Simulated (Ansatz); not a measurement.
Species: C2H6FSi, charge 0, multiplicity 2. It need not be the lowest isomer of its formula. 
Structure (B3LYP-D3(BJ)/def2-TZVP (Ansatz, an electronic-structure program) minimum search):
```xyz
10

Si     0.0187     0.3534     0.2439
F     -0.0024     0.9546    -1.2621
C     -1.5642    -0.6270     0.4722
C      1.5417    -0.7324     0.3866
H     -2.4456     0.0042     0.3549
H     -1.5944    -1.0769     1.4665
H     -1.6137    -1.4286    -0.2717
H      1.5960    -1.1852     1.3786
H      1.4957    -1.5341    -0.3574
H      2.4561    -0.1622     0.2197
```
Charge 0, spin multiplicity 2.

Total electronic energies in hartree. Cores are frozen in the correlated levels unless marked. Open shells are spin-unrestricted. Spin-orbit coupling is left out. No relativistic terms. Basis-set limits of correlation are two-point, X^-3; Hartree-Fock from the larger set. The bracket is a focal-point correction in the basis named.

| level | program | energy (Eh) |
|---|---|---|
| HF/cc-pV(T+d)Z | Ansatz | -467.73343 |
| PBE-D3(BJ)/def2-TZVPD | Ansatz + dftd3 | -468.92660 |
| r2SCAN-D4/def2-TZVPD | Ansatz + dftd4 | -469.16752 |
| PBE0/def2-QZVPP | Ansatz | -468.98534 |
| HSE06/def2-TZVPD | Ansatz | -468.94824 |
| LC-wPBE-D3(BJ)/def2-TZVPD | Ansatz + dftd3 | -469.09669 |
| LC-wPBE/def2-TZVPD | Ansatz | -469.09024 |
| wB97M-V/def2-TZVPD | Ansatz | -469.18087 |
| RPA@PBE/cc-pV(T+d)Z | Ansatz | -468.86675 |
| SCS-MP2/6-31G* | Ansatz | -468.11922 |
| CCSD/cc-pV(D+d)Z | Ansatz | -468.25472 |
| CCSD/cc-pwCVTZ | Ansatz | -468.49132 |
| CCSD(T)/cc-pV(T+d)Z | Ansatz | -468.50466 |
| CCSD(T)/cc-pVTZ | Ansatz | -468.50033 |
| RI-MP2/CBS(cc-pV(T+d)Z,cc-pV(Q+d)Z)+[CCSD(T)-MP2]/cc-pV(T+d)Z | Ansatz | -468.6166 |

Totals of different functionals don't rank their quality; only differences between species are comparable.
